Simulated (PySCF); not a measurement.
Job file and geometry (Å, from GFN2-xTB) of an NMR shielding run on SMILES CO[Si@@H](Cl)P[SiH3], CH$_{8}$ClOPSi$_{2}$, GIAO PBE0/pcSseg-1 NMR shielding, non-relativistic, gas phase (PySCF 2.14.0, density-fitted response routines); density fitting, a coarse starting grid and PySCF grid level 2 are the driver's defaults:

```
{"job": {"kind": "nmr", "xc": "PBE0", "basis": "pcSseg-1"}, "charge": 0, "multiplicity": 1}
C     -2.996241    -0.248656    -0.046137
O     -1.676554    -0.515583     0.338680
Si    -0.327853     0.275270    -0.057928
Cl    -0.473032     2.236899     0.412199
P      1.139555    -0.720556     1.269700
Si     3.015383     0.151406     0.437006
H     -3.646121    -0.932363     0.499072
H     -3.265221     0.782099     0.192697
H     -3.118739    -0.407094    -1.119214
H     -0.111209     0.256951    -1.507299
H      1.176161    -1.891122     0.539409
H      3.070633     1.557359     0.828062
H      4.114284    -0.603236     1.037457
H      3.098276     0.058154    -1.024392
```

Question: What does the program print?

Answer: 
```
coarse grid: 13632 points
cycle   1  E = -1497.9170601614  dE =  5.175e-01  |g| = 6.598e-01  |ddm| = 3.349e+00
cycle   2  E = -1497.7897998730  dE =  1.273e-01  |g| = 1.057e+00  |ddm| = 1.543e+00
cycle   3  E = -1497.9979200230  dE = -2.081e-01  |g| = 9.046e-02  |ddm| = 1.063e+00
cycle   4  E = -1497.9994051482  dE = -1.485e-03  |g| = 3.629e-02  |ddm| = 1.285e-01
cycle   5  E = -1497.9997016433  dE = -2.965e-04  |g| = 5.811e-03  |ddm| = 4.753e-02
cycle   6  E = -1497.9997097893  dE = -8.146e-06  |g| = 2.241e-03  |ddm| = 1.038e-02
final grid: 112920 points
cycle   7  E = -1498.0426875575  dE = -1.708e-05  |g| = 1.018e-02  |ddm| = 2.174e-02
cycle   8  E = -1498.0426681871  dE =  1.937e-05  |g| = 1.446e-02  |ddm| = 1.665e-02
cycle   9  E = -1498.0427059902  dE = -3.780e-05  |g| = 1.373e-03  |ddm| = 1.073e-02
cycle  10  E = -1498.0427063702  dE = -3.800e-07  |g| = 2.237e-04  |ddm| = 1.310e-03
cycle  11  E = -1498.0427063811  dE = -1.094e-08  |g| = 3.245e-05  |ddm| = 2.219e-04
cycle  12  E = -1498.0427063813  dE = -2.003e-10  |g| = 1.199e-05  |ddm| = 5.217e-05
converged SCF energy = -1498.0427063813

GIAO shielding tensors (ppm)
atom      isotropic    diamagn.    paramagn.     s11        s22        s33       span
  0 C      133.944     241.354    -107.411    105.441    110.940    185.450     80.008
  1 O      289.290     399.839    -110.549    229.887    299.784    338.199    108.312
  2 Si     341.235     880.643    -539.408    294.006    337.692    392.007     98.001
  3 Cl     899.357    1150.448    -251.091    796.444    925.933    975.694    179.250
  4 P      621.105     970.316    -349.211    555.488    591.964    715.863    160.376
  5 Si     438.107     879.982    -441.875    416.871    434.392    463.058     46.187
  6 H       27.704      27.028       0.677     23.066     25.380     34.666     11.601
  7 H       27.743      27.892      -0.149     22.623     26.599     34.006     11.383
  8 H       28.057      28.017       0.040     23.745     25.435     34.989     11.244
  9 H       25.712      30.857      -5.145     22.774     23.543     30.821      8.047
 10 H       31.025      32.362      -1.337     24.961     28.029     40.084     15.123
 11 H       27.826      29.208      -1.382     23.864     26.803     32.812      8.947
 12 H       27.665      28.564      -0.899     23.812     25.040     34.143     10.331
 13 H       27.551      29.064      -1.513     23.626     25.777     33.249      9.623
```

Size and cost of the density-fitted run: 170 basis functions, 20 s wall time on 1 thread of an Arm Neoverse V2, shared host.
